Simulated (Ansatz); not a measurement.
Born–Oppenheimer molecular dynamics of BF₂H₃O (7 atoms, charge 0, multiplicity 1). It starts at the highest image of a converged band, a first-order saddle point between two minima.

These are results of Ansatz 0.2.0, RKS PBE-D4/def2-SVP, not measurements.

```
ensemble                      : NVE (velocity Verlet)
time step                     : 0.5 fs
steps asked                   : 200
starting velocities drawn for : 300 K
seed                          : 6344
```

First frame:

```xyz
7
Properties=species:S:1:pos:R:3
B 0.064 -0.275 -0.062
F -0.038 0.079 1.586
H 1.077 0.242 -0.476
F -1.130 0.027 -0.614
O 0.175 -1.716 0.357
H -0.653 -2.183 0.128
H 0.034 -1.029 1.461
```

How far do the bonds stretch over the last three quarters of this one trajectory? (Pairs bonded in most of those frames.)


```tsv
bond	mean (Å)	spread (Å)	shortest	longest
B1–F2	1.349	0.059	1.25	1.48
B1–H3	1.221	0.058	1.10	1.34
B1–F4	1.355	0.051	1.26	1.45
O5–H6	0.980	0.018	0.95	1.01
O5–H7	0.979	0.008	0.96	1.00
```

Mean temperature of the second half: 719 K. The conserved energy stayed within 0.24 meV per atom of its start (net change -0.24 meV per atom), so the integration is sound. The kinetic energy rose, since the run started high on the potential surface and went downhill. It ends in pieces (BF2H + H2O), so much of that is their flight and rotation, not heat. A run of 0.1 ps of so small a system gives no equilibrium averages. The orbitals stay closed-shell, which can raise the energy where a bond breaks towards radicals; this wasn't checked here.

The run took 2.6 min on 2 threads of Arm Neoverse V1, with other jobs on the host, peak memory 0.12 GiB.
